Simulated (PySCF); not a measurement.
# Worked example for trifluoroacetophenone: ionisation energy to the radical cation

Structure: `O=C(c1ccccc1)C(F)(F)F` (C8H5F3O).

These are calculated values, ωB97X-D3(BJ)/ma-def2-SVP in PySCF (grid level 2) at geometries from PBE0-D3(BJ)/ma-def2-SVP. ωB97X-D3(BJ) is ωB97X-V with D3(BJ) in place of VV10. Zero-point energies come from unscaled GFN2-xTB harmonic frequencies. These were taken at the GFN2-xTB minima.

```
         state       structure       E / Eh
        parent          parent  -682.307140
radical cation          parent  -681.938407
radical cation  radical cation  -681.946675
        parent  radical cation  -682.300182
```

Zero-point energy of the radical cation less that of the parent: -0.105 eV. 1 Eh = 27.2114 eV.

Problem. Work out the vertical and adiabatic ionisation energy.

Solution. Vertical: (-681.938407) − (-682.307140) = 0.368733 Eh = 10.03 eV. Adiabatic: 0.360465 Eh = 9.809 eV, and 9.70 eV with zero-point energy.

Problem. And the inner reorganisation energy of self-exchange?

Solution. The radical cation relaxes by 225.0 meV and the parent by 189.3 meV, so λ = 414 meV.

Caveats: ma-def2-SVP is a small basis, whose errors can reach tens of kJ/mol.
